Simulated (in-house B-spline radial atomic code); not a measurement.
Configurations of I5+, with energies counted from [Kr] 4d10 5s2. Level of theory: Dirac-Hartree-Fock, average of configuration, Fermi nucleus of rms radius 4.75 fm; calculated with a radial B-spline atomic code at the basis-set limit. Energies include first-order Breit, QED and recoil terms.

Occupations are held fixed; configurations that lie above the ionisation limit could autoionise.

```tsv
configuration	E - E(ref) (eV)	highest orbital	its <r> (bohr)
[Kr] 4d10 5s1 6p1	40.424	6p3/2	3.802
[Kr] 4d10 5s1 8g1	64.527	8g7/2	14.21
[Kr] 4d9 4f1 5s2	76.528	4f7/2	1.554
[Kr] 4d9 5s2 6f1	101.61	6f7/2	6.222
[Ar] 3d10 4s2 4p5 4d10 5s2 5d1	164.16	5d5/2	2.471
[Ar] 3d10 4s2 4p5 4d10 5s2 6d1	182.31	6d5/2	4.526
[Ar] 3d10 4s2 4p5 4d10 5s2 9s1	196.16	9s1/2	11.09
[Ar] 3d9 4s2 4p6 4d10 5s2 5p1	631.58	5p3/2	1.931
[Ar] 3d9 4s2 4p6 4d10 4f1 5s2	652.46	4f7/2	1.467
[Ar] 3d9 4s2 4p6 4d10 5s2 6g1	681.83	6g7/2	7.223
[Ar] 3d9 4s2 4p6 4d10 5s2 7f1	683.44	7f7/2	9.084
```

Order these further configurations by energy, lowest first.
A. [Kr] 4d9 5s2 6p1
B. [Kr] 4d10 5s1 9d1
C. [Kr] 4d9 5s2 8g1
D. [Kr] 4d9 5s2 8s1
E. [Ar] 3d10 4s2 4p5 4d10 5s2 7d1

B (63.534 eV), A (86.071 eV), D (103.07 eV), C (110.72 eV), E (190.77 eV).

How far above the reference does [Kr] 4d9 5s2 9g1 lie?

112.34 eV; its least bound orbital is 9g7/2 with <r> = 18.39 bohr.

How far above the reference does [Ar] 3d10 4s2 4p5 4d10 5s2 8d1 lie?

195.52 eV; its least bound orbital is 8d5/2 with <r> = 10.03 bohr.

How far above the reference does [Kr] 4d9 5s2 5p1 lie?

55.105 eV; its least bound orbital is 5p3/2 with <r> = 1.95 bohr.

One of these lies 55.98 eV from the reference. Which?
A. [Kr] 4d10 5s1 5f1
B. [Kr] 4d10 5s1 7d1
C. [Ar] 3d10 4s2 4p5 4d10 4f1 5s2

B.
